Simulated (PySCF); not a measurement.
From computed data to an observable: entropy of an ideal gas

MgF, SMILES [Mg+][F], charge +1.

Geometry: PBE-D3(BJ)/def2-TZVPD. The multiplicity is an assumed one; other spin states were not compared.

PBE-D3(BJ)/def2-TZVPD run with PySCF gives the harmonic wavenumbers 780 cm⁻¹ and the rotational temperature 0.7689 K. The molar mass is 43.30 g/mol, the symmetry number 1, the spin multiplicity 1.

Q: Work out the entropy at 298.15 K and 1 atm in the rigid-rotor, harmonic-oscillator model.

A: 
Translation (Sackur–Tetrode at 1 atm): S = R[1.5 ln M + 2.5 ln T − 1.16487] = 155.7 J/(mol K).
Rotation: q = T/(σ θ) = 388, S = R[ln q + 1] = 57.9 J/(mol K).
Vibration: with u = 1.4388 ν/T, each mode gives R[u/(e^u − 1) − ln(1 − e^−u)]:
```tsv
ν (cm⁻¹)	modes	u	S (J/(mol K))
780	1	3.76	0.94
```
These are all the modes. Sum 0.9 J/(mol K).
Spin: R ln 1 = 0.0 J/(mol K).
Total 214.6 J/(mol K); the program's own thermochemistry gives 214.6. Translation makes up 73 % and vibration 0 %. Anharmonicity, hindered rotation and orbital degeneracy are left out.
